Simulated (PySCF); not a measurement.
Mapped SMILES: `[CH2:1]=[CH:2][B-:3]([CH:4]=[CH2:5])([CH:6]=[CH2:7])[CH:8]=[CH2:9]`; H(Xn) means a hydrogen on atom n. Ha(C1), Ha(C5), Ha(C7), Ha(C9) are cis to B3; Hb(C1), Hb(C5), Hb(C7), Hb(C9) are trans to B3.

Geometry: PBE0-D3(BJ)/def2-SVP; GIAO shifts from PySCF 2.14, gas phase, non-relativistic, averaged over equivalent atoms.

At PBE0/pcSseg-1 (213 basis functions, 40 s wall time on 1 thread of an Arm Neoverse V1, shared host):
```
                      atoms  δ (ppm)
                C2/C4/C6/C8    177.2
                C1/C5/C7/C9    116.5
                         B3    -17.7
    H(C2)/H(C4)/H(C6)/H(C8)     6.72
Hb(C1)/Hb(C5)/Hb(C7)/Hb(C9)     5.07
Ha(C1)/Ha(C5)/Ha(C7)/Ha(C9)     4.87
```

Shifts are taken against calculated references (same method and geometry level): 13C (184.41 ppm), 1H (31.27 ppm) against TMS; 11B (100.73 ppm) against BF3·OEt2.

**Question.** Estimate the result of repeating the calculation with wB97X-D/pcSseg-1.

**Answer.** 
```tsv
atoms	δ at wB97X-D/pcSseg-1	change
C2/C4/C6/C8	178.3	+1.1
C1/C5/C7/C9	116.8	+0.3
B3	-18.3	-0.6
H(C2)/H(C4)/H(C6)/H(C8)	6.72	+0.00
Hb(C1)/Hb(C5)/Hb(C7)/Hb(C9)	4.99	-0.08
Ha(C1)/Ha(C5)/Ha(C7)/Ha(C9)	4.86	-0.01
```

References, each an isolated molecule treated in the same way: 13C (σref 184.54) and 1H (σref 31.38) against TMS; 11B (σref 101.61) vs BF3·OEt2.

The largest change is at C2/C4/C6/C8 (alkene CH). Cost: 213 basis functions, 49 s wall time on 1 thread of an Arm Neoverse V1, shared host.

A carbon bonded to boron is broadened by the quadrupolar boron nucleus and is often missing from a measured spectrum.
